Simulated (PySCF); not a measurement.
Species: CH3FOSi (triplet state).
Atom-mapped SMILES: `[CH3:1][O:2][Si:3][F:4]` (hydrogens: H5, H6, H7 on C1)

Geometry (GFN2-xTB, Å), atoms numbered from 1 in this order:
```
atom  x, y, z in Å
C1    -0.9149   -0.0977    0.0561
O2     0.1506    0.6014    0.6731
Si3    1.6796    0.7937    0.1502
F4     2.6800   -0.4642    0.5252
H5    -1.7840    0.5608    0.0436
H6    -1.1313   -0.9823    0.6575
H7    -0.6767   -0.4068   -0.9618
```

The hyperfine couplings belong to this conformer and change with its torsions.

Level of theory: UKS B3LYP, pcH-1 on C F H O Si, non-relativistic, mean-field spin-orbit, GIAO in PySCF 2.14.0. The structure is a single GFN2-xTB conformer in the gas phase; no vibrational or solvent corrections. This triplet need not be the ground state; the singlet was not compared here. A GFN2-xTB geometry isn't a minimum of the functional, and hyperfine couplings can be far from their values at a DFT geometry, by a factor of two or more for some ions and for spin on atoms past the first row. The SCF solution wasn't tested for stability.

**Question.** What is the g tensor, term by term?

**Answer.** 
| Δg (ppm) | 1 | 2 | 3 |
| --- | --- | --- | --- |
| relativistic mass correction | -195 | -195 | -195 |
| gauge correction | 49 | 29 | 57 |
| orbital Zeeman/spin–orbit | -2651 | -1737 | -40 |
| total | -2796 | -1902 | -178 |

So g = 1.99952, 2.00042, 2.00214 and g_iso = 2.00069; the tensor is rhombic: the two nearest values differ by 34 % of g3 − g1. 

**Question.** What effective moment and Curie constant follow for a powder at temperatures where kT is far above the zero-field splitting?

**Answer.** With the mean of g² = 4.0028 and S(S+1) = 2.00: μ_eff = √(⟨g²⟩S(S+1)) = 2.829 μB and χT = 0.12505·⟨g²⟩·S(S+1) = 1.001 cm³ K/mol (cgs; spin-Hamiltonian part alone).

**Question.** At 9.336 GHz, how far is the centre of the isotropic spectrum from where a free electron (g = 2.002319) resonates, zero-field splitting left aside?

**Answer.** B = hν/(g μB) with μB/h = 13.99624 MHz/mT gives 333.13 mT for the free electron and 333.40 mT at g_iso, 0.27 mT higher.

Largest spin populations (Mulliken): Si3 (+1.73), O2 (+0.12) and F4 (+0.11). Si3 is the only atom above +0.15.

The HOMO–LUMO gaps are 5.16 eV among the α and 4.15 eV among the β orbitals.

Hardware: Arm Neoverse V2, one thread, on a shared host. Cost: 15 s wall.
